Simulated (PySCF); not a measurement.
**Dipole moment and polarisability of `C[C](=S)[GeH2][NH][GeH3]`**

Species: C2H9Ge2NS.
Structure used (PBE0-D3(BJ)/def2-SVP), in Å, numbered top down from 1:
```xyz
15
C2H9Ge2NS angstrom
C      2.0547    1.2457    0.3300
C      1.9323   -0.0334   -0.4299
S      2.9823   -0.5063   -1.5768
Ge     0.3353   -1.1484   -0.0726
N     -1.1428   -0.3517   -0.8089
Ge    -2.2388    0.8791   -0.0032
H      1.1643    1.8735    0.1444
H      2.0627    1.0465    1.4159
H      2.9574    1.8065    0.0491
H      0.0638   -1.2087    1.4463
H      0.5595   -2.5278   -0.7067
H     -1.1700   -0.3591   -1.8249
H     -3.6407    0.7863   -0.6349
H     -1.7225    2.3312   -0.1589
H     -2.2774    0.5214    1.4921
```

Level: wB97X-D/def2-SVPD (PySCF), static field, nuclei fixed, core orbitals frozen in the response. The polarisability tensor in these axes (au):

```
x   134.49  -6.13 -15.99
y    -6.13 107.61   7.60
z   -15.99   7.60 104.42
```

What are the eigenvalues, a third of the trace, and Δα (Δα² = ½Σ(αi − αj)² over the three pairs)?

Principal values 95.53, 107.47 and 143.51 au; mean 115.51 au = 17.12 Å³ = 19.04 × 10⁻⁴⁰ C²·m²/J; Δα = 43.26 au (37 % of the mean).

What is the dipole moment, and where does it point?

(-1.47, 1.08, 1.17) D, 2.17 D in size, pointing from the negative to the positive side. Measured along this direction, the outermost atoms are S3 at the negative end and H15 and H13 at the positive end.

In TDDFT the mean static polarisability is Σ f/ω² over all singlet excitations (ω in hartree). How much of it do the 10 lowest give? Their energies (eV) and oscillator strengths: 2.12, 0.0002; 4.61, 0.0209; 5.71, 0.1938; 5.82, 0.0364; 6.04, 0.0515; 6.16, 0.0524; 6.49, 0.0166; 6.53, 0.0769; 6.58, 0.0021; 6.79, 0.0160.

They add up to 9.95 au, 8.6 % of the 115.51 au; the largest single term is 4.40 au, from the state at 5.71 eV. Terms in order: 0.04, 0.73, 4.40, 0.80, 1.04, 1.02, 0.29, 1.34, 0.04, 0.26 au. Higher excitations give the rest. The strengths listed sum to 0.467.

What molar refraction does this α imply?

Lorentz–Lorenz: R = (4π/3)N_A α = 2.5225 cm³/(mol·Å³) × 17.12 Å³ = 43.2 cm³/mol, in the limit of long wavelengths.

How large is μ²/3kT at 350 K beside α?

In Gaussian units μ²/3kT = 32.54 Å³ against 17.12 Å³, a ratio of 1.90; the Debye molar polarisation (4π/3)N_A(α + μ²/3kT) is 125.3 cm³/mol, leaving out the vibrational part.

What depolarisation ratio follows for Rayleigh scattering of linearly polarised light, taking the static tensor?

ρ = 3Δα²/(45ᾱ² + 4Δα²) = 5615.1/(600382 + 7486.9) = 0.00924.

Refractivity n − 1 of an ideal gas of it at 273.15 K and 1 atm, from the electronic α?

N = p/kT = 2.6868 × 10¹⁹ cm⁻³, so n − 1 = 2π × N × 17.12 × 10⁻²⁴ cm³ = 2890 × 10⁻⁶ at long wavelengths, for an ideal gas.

Isolated species at its PBE0-D3(BJ)/def2-SVP geometry (one conformer only). The calculation is non-relativistic, for germanium too.

The run behind these numbers computed excited states and ΔSCF ions as well. The run took 3.0 min on an Arm Neoverse V1 with one thread, no GPU (shared host).
